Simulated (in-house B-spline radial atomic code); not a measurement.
A fraction x of an electron is moved 3p → 3d in Cr⁺, starting from [Ar] 3d5 and keeping the highest spin. Level of theory: scalar-relativistic (X2C) B97-1, spin-polarised, spherical fractional occupations, Fermi nucleus of rms radius 3.6452 fm; calculated with a B-spline radial code for spherical atoms.

Caution: exact exchange at fractional occupations of open shells leaves self-interaction of up to several eV.

```csv
x,E(x) - E(0) (eV),3p down level (eV),3d down level (eV)
0,0.0000,-51.002,-
0.125,5.7438,-50.975,-5.501
0.25,11.4010,-51.022,-5.900
0.375,17.0320,-51.051,-6.069
0.5,?,?,?
0.625,?,?,?
0.75,33.8274,-51.058,-6.483
0.875,39.3892,-51.041,-6.630
1,44.9298,-51.018,-6.781
```

What belongs in the row x = 0.5?

An energy change of 22.6471 eV; 3p down at -51.065 eV, 3d down at -6.206 eV.

What belongs in the row x = 0.625?

An energy change of 28.2461 eV; 3p down at -51.066 eV, 3d down at -6.342 eV.

Check Janak's theorem between x = 0.125 and 0.25.

The slope of the energy is 45.26 eV; the orbital levels give 45.30 eV (ε of the receiving orbital less ε of the emptying one, averaged over the two points).
